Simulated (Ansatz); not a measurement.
Cost and result for the atomization energy of C3H7BO2 (`CCBC(=O)O`) (13 atoms, 12 bonds).

Z-matrix (Å, degrees):
```
C
C 1 1.522
H 1 1.092 2 111.0
H 1 1.093 2 111.2 3 -119.4
H 1 1.092 2 111.8 3 120.3
B 2 1.551 1 118.3 3 61.7
H 2 1.104 1 110.8 3 -178.8
H 2 1.098 1 111.5 3 -65.1
C 6 1.574 2 121.8 1 2.6
H 6 1.196 2 121.1 1 -173.6
O 9 1.209 6 118.2 2 -88.0
O 9 1.339 6 119.0 2 91.5
H 12 0.971 9 107.1 6 -179.7
```

Charge 0, multiplicity 1. The structure was optimised at the PBE0-D4/def2-TZVP level. It is one conformer, not always the lowest. Program: Ansatz. All runs use 4 threads of an Arm Neoverse V1 on a shared host. Times are those of one run each, without the atoms' runs, and a repeat can differ threefold. Electronic energies, without spin–orbit coupling; frozen cores. CCSD(T)/CBS adds CCSD(T) − MP2 in def2-TZVPP to the MP2 limit, and its time is that of the two runs behind it. T1 = 0.016. B3LYP takes the VWN-RPA correlation (the form of Gaussian; ORCA's B3LYP/G).

CCSD(T)/CBS is a level of theory with its own doubt, some kJ/mol a heavy atom from the limit and from the frozen cores, so smaller differences don't rank the functionals.

```json
{"level": "PBE-D4/def2-TZVPP (with forces)", "functions": "284", "wall time": "3.1 s"}
{"level": "PBE0-D4/def2-TZVPP", "functions": "284", "wall time": "3.2 s"}
{"level": "B3LYP-D4/def2-TZVPP (with forces)", "functions": "284", "wall time": "5.5 s"}
{"level": "r2SCAN-D4/def2-TZVPP (with forces)", "functions": "284", "wall time": "6 s"}
{"level": "B2PLYP/def2-TZVPP", "functions": "284", "wall time": "7 s"}
{"level": "ωB97X-V/def2-TZVPP", "functions": "284", "wall time": "9 s"}
{"level": "ωB97M-V/def2-TZVPP (with forces)", "functions": "284", "wall time": "14 s"}
{"level": "MP2/def2-QZVPP", "functions": "552", "wall time": "49 s"}
{"level": "CCSD(T)/def2-TZVPP", "functions": "284", "wall time": "6 min"}
{"level": "CCSD(T)/CBS(def2)", "functions": "–", "wall time": "6.8 min"}
```

(1) What atomization energy does each give, and how far from CCSD(T)/CBS? (Estimate.)

## Answers

(1) Ansatz gave: 
| level | atomization (kcal/mol) | difference from CCSD(T)/CBS | per bond |
| --- | --- | --- | --- |
| PBE-D4/def2-TZVPP (with forces) | 1311.1 | 41.8 | 3.5 |
| PBE0-D4/def2-TZVPP | 1281.5 | 12.2 | 1.0 |
| B3LYP-D4/def2-TZVPP (with forces) | 1274.6 | 5.3 | 0.4 |
| r2SCAN-D4/def2-TZVPP (with forces) | 1281.5 | 12.2 | 1.0 |
| B2PLYP/def2-TZVPP | 1262.7 | -6.6 | -0.5 |
| ωB97X-V/def2-TZVPP | 1274.9 | 5.6 | 0.5 |
| ωB97M-V/def2-TZVPP (with forces) | 1277.8 | 8.5 | 0.7 |
| MP2/def2-QZVPP | 1285.5 | 16.2 | 1.3 |
| CCSD(T)/def2-TZVPP | 1238.9 | -30.4 | -2.5 |
| CCSD(T)/CBS(def2) | 1269.3 | 0.0 | 0.0 |

The D4 term adds +8.7 kcal/mol with B3LYP and +4.6 kcal/mol with PBE0; it sums over pairs of atoms, weighted by their polarisabilities, and B3LYP, whose exchange is more repulsive, gets the larger term. In def2-TZVPP, CCSD(T) changes the Hartree–Fock value by +310.9 kcal/mol (the triples alone add +20.3 kcal/mol) and MP2 by +339.6 kcal/mol; breaking electron pairs costs correlation energy, which Hartree–Fock lacks. From PBE to PBE0 (25 % exact exchange), in def2-TZVPP and without D4, the atomization energy moves by −28.8 kcal/mol: exact exchange takes away binding that semilocal exchange gives to molecules.
